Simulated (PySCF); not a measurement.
Stretching RuCl

Set-up: PySCF, scalar-relativistic core potentials, basis sets Ru def2-TZVPP with ECP28, Cl def2-TZVPP. Energies in eV from Ru (4d7 5s1) + Cl in their ground configurations at the same level. State: ⁴Δ (quartet), unpaired electrons π ↑↑, δ ↑.

All columns are r²SCAN. A positive dipole means Ru(−)Cl(+).

```json
{"R (Å)": "1.908", "E (eV)": "-2.830", "μ (D)": "-2.60", "Mulliken charge on Ru (basis-dependent)": "0.35", "HOMO (eV)": "-4.67", "LUMO (eV)": "-3.40", "Mayer bond order": "1.66", "⟨S²⟩": "3.76"}
{"R (Å)": "1.997", "E (eV)": "-3.352", "μ (D)": "-3.06", "Mulliken charge on Ru (basis-dependent)": "0.36", "HOMO (eV)": "-4.68", "LUMO (eV)": "-3.42", "Mayer bond order": "1.51", "⟨S²⟩": "3.76"}
{"R (Å)": "2.086", "E (eV)": "-3.617", "μ (D)": "-3.53", "Mulliken charge on Ru (basis-dependent)": "0.37", "HOMO (eV)": "-4.70", "LUMO (eV)": "-3.44", "Mayer bond order": "1.39", "⟨S²⟩": "3.76"}
{"R (Å)": "2.152", "E (eV)": "-3.696", "μ (D)": "-3.89", "Mulliken charge on Ru (basis-dependent)": "0.38", "HOMO (eV)": "-4.73", "LUMO (eV)": "-3.55", "Mayer bond order": "1.31", "⟨S²⟩": "3.76"}
{"R (Å)": "2.219", "E (eV)": "-3.703", "μ (D)": "-4.23", "Mulliken charge on Ru (basis-dependent)": "0.39", "HOMO (eV)": "-4.77", "LUMO (eV)": "-3.67", "Mayer bond order": "1.24", "⟨S²⟩": "3.77"}
{"R (Å)": "2.286", "E (eV)": "-3.655", "μ (D)": "-4.57", "Mulliken charge on Ru (basis-dependent)": "0.40", "HOMO (eV)": "-4.81", "LUMO (eV)": "-3.80", "Mayer bond order": "1.17", "⟨S²⟩": "3.77"}
{"R (Å)": "2.374", "E (eV)": "-3.533", "μ (D)": "-5.02", "Mulliken charge on Ru (basis-dependent)": "0.41", "HOMO (eV)": "-4.87", "LUMO (eV)": "-3.95", "Mayer bond order": "1.10", "⟨S²⟩": "3.77"}
{"R (Å)": "2.485", "E (eV)": "-3.321", "μ (D)": "-5.54", "Mulliken charge on Ru (basis-dependent)": "0.43", "HOMO (eV)": "-4.97", "LUMO (eV)": "-4.12", "Mayer bond order": "1.03", "⟨S²⟩": "3.77"}
{"R (Å)": "2.618", "E (eV)": "-3.022", "μ (D)": "-6.14", "Mulliken charge on Ru (basis-dependent)": "0.45", "HOMO (eV)": "-5.09", "LUMO (eV)": "-4.31", "Mayer bond order": "0.96", "⟨S²⟩": "3.77"}
{"R (Å)": "2.796", "E (eV)": "-2.603", "μ (D)": "-6.85", "Mulliken charge on Ru (basis-dependent)": "0.47", "HOMO (eV)": "-5.26", "LUMO (eV)": "-4.54", "Mayer bond order": "0.89", "⟨S²⟩": "3.78"}
```

A fit through these points gives, at Re = 2.192 Å, μ = -4.09 D and dμ/dR = -5.21 D/Å; the reduced mass is 26.03 u.

Q: How strong is the fundamental in the double-harmonic approximation, I = 42.26·(dμ/dR)²/μred km/mol?

A: I = 42.26·(-5.21)²/26.03 = 44.1 km/mol at r²SCAN.

The metal atom is held in its measured ground configuration; semilocal functionals can put another filling of s and d lower by some tenths of an eV, and De to that atom would be smaller. These are scalar-relativistic numbers at best; spin–orbit coupling would shift them, the dissociation energy most. The state is the lowest single determinant that the PBE0 search found; with open d or f shells the true ground state can be another one.
